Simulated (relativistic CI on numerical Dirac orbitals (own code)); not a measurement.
**Ge17+: sensitivity of the levels to the model**

Base calculation: Dirac-Coulomb-Breit CI, KLI orbitals optimised for each configuration, model QED (radiative potential, 1s self-energy scaled to tabulated hydrogen-like ionisation energies), unscaled Slater integrals.

Configuration list (outside the closed core [Ne]): 3s²3p³, 3s3p⁴, 3s²3p²3d, 3p⁵, 3s3p³3d, 3p⁴3d, 3s3p²3d², 3s²3p3d4p, 3s²3p²4s, 3p⁴4s, 3s²3p²4p, 3p⁴4p, 3s3p²3d4s, 3s²3p3d², 3s²3d³, 3s3p3d³, 3s²3d²4s, 3s²3d²4p, 3p³3d², 3p²3d³, 3p²3d²4s, 3p²3d²4p, 3s²3p3d4s, 3s3p3d²4s, 3s²3d4s², 3s²3d4s4p. Double excitations out of closed p, d and f shells are left out; levels of such configurations are missing from the list, as are those of other unlisted configurations, and high levels can miss mixing partners.

Variants: (1) one mean potential for all configurations. Shifts of the energy above 3s²3p³ ⁴S°3/2, in cm⁻¹, for the lowest level and the first level of each name with at least 55 % of one term (blank where a level changes its place among those of its configuration and J or its character, or is not in the variant):

```csv
Level,Base,Δ(1)
3s²3p³ ⁴S°3/2,0,0
3s²3p³ ²D°3/2,59290,-4
3s²3p³ ²D°5/2,76949,0
3s²3p³ ²P°1/2,116103,+3
3s²3p³ ²P°3/2,145632,+16
3s3p⁴ ⁴P5/2,406414,+108
3s3p⁴ ⁴P3/2,435508,+106
3s3p⁴ ⁴P1/2,445077,+109
3s3p⁴ ²D3/2,508229,+76
3s3p⁴ ²D5/2,518565,+81
3s²3p²3d ⁴F3/2,607209,-105
3s²3p²3d ⁴F5/2,618944,-110
3s²3p²3d ⁴F7/2,637986,-114
3s²3p²3d ²F5/2,638609,-113
3s²3p²3d ⁴D1/2,653556,-64
3s²3p²3d ⁴D3/2,653687,-83
3s²3p²3d ⁴F9/2,657236,-118
3s²3p²3d ⁴D5/2,667392,-100
3s²3p²3d ²G7/2,728149,-101
3s²3p²3d ²G9/2,740567,-101
3s²3p²3d ⁴P5/2,741713,-102
3s²3p²3d ⁴P3/2,751497,-104
```

At this charge energies of transitions that change n are usually good to better than 1 %, and those within a shell (Δn = 0) to a few per cent.

Ionisation energy from the two ground configurations alone: base 655.385 eV. The NIST ASD value (semi-empirical) is 662.8 eV.

LS names give the leading component of a level, which can be under half, so a name can repeat, a term be missing and a line seem to break the LS rules.
